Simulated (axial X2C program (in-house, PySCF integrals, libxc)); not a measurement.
Ionising SnS

Calculated with an in-house all-electron X2C program for linear molecules (integrals from PySCF), spin-free (one-electron X2C) or two-component (2c: spin–orbit coupling with atomic mean-field Coulomb and Gaunt terms, which also bring small scalar terms), in Dyall basis sets with cores contracted in-house; open shells are unrestricted.

Basis sets: S dyall-av3z, Sn dyall-cv3z.

```
Hamiltonian  level       SnS state  Re (Å)  ωe (cm⁻¹)  De (eV)
  spin-free     HF  M_S = 0, Λ = 0   2.191      534.3     2.57
  spin-free   PBE0  M_S = 0, Λ = 0   2.207      500.3     4.95
```

Adiabatic ionisation energy (minimum to minimum, no zero-point term) and constants of SnS⁺:

| Hamiltonian | level | SnS⁺ state | IE (eV) | Re (Å) | ωe (cm⁻¹) | De (eV) | fragments |
| --- | --- | --- | --- | --- | --- | --- | --- |
| spin-free | HF | M_S = 1/2, Λ = 1 | 7.85 | 2.366 | 403.4 | 1.57 | Sn+ + S |
| spin-free | PBE0 | M_S = 1/2, Λ = 1 | 9.18 | 2.371 | 390.1 | 3.08 | Sn+ + S |

**Question.** Add the zero-point terms to the ionisation energy at PBE0, spin-free, and say whether the electron removed was bonding.

**Answer.** IE0 = IE + (ωe⁺ − ωe)/2 = 9.18 + (-0.007) = 9.17 eV. Re changes by 0.164 Å, so the bond lengthens, as on loss of a bonding electron.

**Question.** Close the cycle De(SnS⁺) + IE(SnS) = De(SnS) + IE(Sn) to find the atomic ionisation energy at PBE0, spin-free.

**Answer.** IE(Sn) = 3.08 + 9.18 − 4.95 = 7.31 eV, for the determinants used.

Each entry is the lowest single determinant of a limited PBE0 search at one distance. De goes to single-determinant-based atoms at the same level (for ions the charge split of lowest energy) and is withheld (n/a) where an atom does not fit its ground term or J level. Main or longest-lived isotopes. One determinant is a doubtful description, or other states lie close, for SnS⁺; these need not be ground states, and all values refer to the states named. The functionals have no current term, which raises determinants with orbital currents.
